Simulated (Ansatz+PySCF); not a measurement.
Values are calculated unless marked as measured or tabulated.
Several solutions for singlet CH₃I

```yaml
atoms:
  - { symbol: C, position_ang: [0.0000, 0.0000, -1.9594] }
  - { symbol: I, position_ang: [0.0000, 0.0000, 0.3534] }
  - { symbol: H, position_ang: [0.0000, -1.1253, -2.3239] }
  - { symbol: H, position_ang: [-0.9746, 0.5627, -2.3239] }
  - { symbol: H, position_ang: [0.9746, 0.5627, -2.3239] }
```

Basis set: def2-SVP (spherical functions, with the set's core potentials past Kr). Charge 0, multiplicity 1.

CASSCF(2,2) was run from several starts with Ansatz (development build ahead of 0.2.0) and PySCF 2.14.0. The starts are those of the Hartree–Fock orbitals from which the active space was taken at the frontier.

| run | program | start | converged | energy (hartree) | <S²> |
| --- | --- | --- | --- | --- | --- |
| A | Ansatz | search for the lowest state | yes | -336.23249 | 0.00 |
| B | Ansatz | stability test followed | yes | -336.21538 | 0.00 |
| C | PySCF | program defaults | yes | -336.21538 | 0.00 |
| D | Ansatz | atomic start, no search | yes | -336.21538 | 0.00 |

Q: Which runs reached the lowest solution of this kind, and what is wrong with the others?

A: A reached the lowest solution found. Converged but too high: B by 0.47 eV, C by 0.47 eV, D by 0.47 eV. Convergence only shows a stationary point; in CASSCF the end hangs on which orbitals enter the active space. Caution: other starts end on other solutions of this active space.
